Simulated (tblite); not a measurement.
C3H9O2Si (SMILES CO[Si](C)(C)[O]), doublet, at a GFN2-xTB geometry; GFN1-xTB (tblite 0.6.0).

Input for tblite:
```
$ tblite run mol.xyz --method gfn1 --charge 0 --spin 1 --spin-polarized --json tblite.json --no-restart

# file mol.xyz
15

C      2.36802274    -0.21500238    -0.16436623
O      1.04859943    -0.27066974    -0.60335471
Si    -0.29327736     0.10673374     0.25741138
C     -1.22702195     1.24350352    -1.03720649
C     -1.40459677    -1.46119601    -0.12578853
O     -0.24259776     0.59049239     1.70200510
H      2.42594266     0.14747049     0.86237351
H      2.80578494    -1.21518965    -0.22091133
H      2.93340672     0.45349906    -0.81888214
H     -2.25829570     1.32252498    -0.72879304
H     -1.14605724     0.83583175    -2.03400514
H     -0.74423736     2.20825769    -0.97617609
H     -1.03542597    -2.24284323     0.52255038
H     -2.42482755    -1.21710212     0.12804338
H     -1.31684492    -1.74913359    -1.16299457
```

It wrote (shortened):

```
xTB calculator
 | screened Coulomb repulsion
 | Coulomb electrostatics
 |  * isotropic Klopman-Ohno-Mataga-Nishimoto electrostatics
 |  * onsite third-order electrostatics
 | DFT-D3(BJ) dispersion correction
 | Interactions (1)
 | [1] spin polarization

halogen bonding energy    0.0000000000000E+00 Eh
repulsion energy          2.3277542811046E-01 Eh
dispersion energy        -5.2831863815153E-03 Eh
interaction energy        0.0000000000000E+00 Eh
number of electrons       3.7000000000000E+01 e
integral cutoff           2.8146159136829E+01 bohr

------------------------------------------------------------
  cycle        total energy    energy error   density error
------------------------------------------------------------
      1     -22.17371777342  -2.2401210E+01   4.4503788E-01
      2     -22.50322082126  -3.2950305E-01   2.4308707E-01
      3     -22.49478153688   8.4392844E-03   1.0569859E-01
      4     -22.50494303712  -1.0161500E-02   3.7425256E-02
      5     -22.51685687520  -1.1913838E-02   1.1888818E-02
      6     -22.51793147590  -1.0746007E-03   4.9740853E-03
      7     -22.51809696244  -1.6548654E-04   2.0328347E-03
      8     -22.51806445360   3.2508836E-05   2.0882811E-03
      9     -22.51810486611  -4.0412513E-05   2.8698205E-04
     10     -22.51810561493  -7.4881756E-07   6.5390798E-05
     11     -22.51810563790  -2.2971467E-08   9.3698474E-06
------------------------------------------------------------

electronic energy        -2.2745597879632E+01 Eh
total energy             -2.2518105637904E+01 Eh

Post processing:
 | Mayer-Wiberg bond orders

[Info] JSON dump of results written to 'tblite.json'
```
